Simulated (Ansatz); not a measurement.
System: sum formula AlOCl, net charge 0, singlet state. SMILES: [O]=[Al][Cl]
Geometry from a B3LYP-D3(BJ)/def2-TZVP (Ansatz, a first-principles code) optimisation:
```
Al
O 1 1.5967
Cl 1 2.0671 2 180.00
```

Computed values are from Ansatz. Correlated levels leave the core frozen unless marked. Open shells are spin-unrestricted. Spin-orbit coupling is left out. No relativistic terms. CBS marks a two-point X^-3 extrapolation of the correlation energy; Hartree-Fock from the larger set. The bracket is a focal-point correction in the basis named.

```
Item                                                                                                                                                Result
-------------------------------------------------------------------  -------------------------------------------------------------------------------------
atomisation energy De                                                                               227.2 kcal/mol at CCSD(T)/CBS(cc-pV(T+d)Z,cc-pV(Q+d)Z)
vertical ionisation energy (to the doublet)                          10.37 eV at RI-MP2/CBS(aug-cc-pV(T+d)Z,aug-cc-pV(Q+d)Z)+[CCSD(T)-MP2]/aug-cc-pV(T+d)Z
vertical electron affinity (to the doublet; negative means unbound)   0.97 eV at RI-MP2/CBS(aug-cc-pV(T+d)Z,aug-cc-pV(Q+d)Z)+[CCSD(T)-MP2]/aug-cc-pV(T+d)Z
total energy                                                                                          -777.0076 Eh at CCSD(T)/CBS(cc-pV(T+d)Z,cc-pV(Q+d)Z)
dipole moment                                                                                                            3.90 D at CCSD(T)/aug-cc-pV(D+d)Z
T1 diagnostic                                                                                                                    0.022 at CCSD/cc-pV(Q+d)Z
```
